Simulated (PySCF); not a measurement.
Isomers of C2H4B2. Isolated molecules, 0 K electronic values unless said otherwise. One relaxed conformer stands for each flexible species; it need not be the lowest. Strings in code marks are SMILES.

Quantity: electronic energy of isomers of C2H4B2 relative to `B=C=BC`, in eV.

A: `B1=BCC1`
B: `BB1C=C1`
C: `[H]/B=C/C=B/[H]`
D: `B=BC=C`
E: `BBC#C`

Problem. Order them by electronic energy of isomers of C2H4B2 relative to `B=C=BC` (lowest first) at the level B3LYP/6-311+G** // CAM-B3LYP-D3(BJ)/def2-TZVP (PySCF).

Solution. B (0.84 eV), E (1.34 eV), C (2.34 eV), D (2.80 eV), A (4.68 eV)
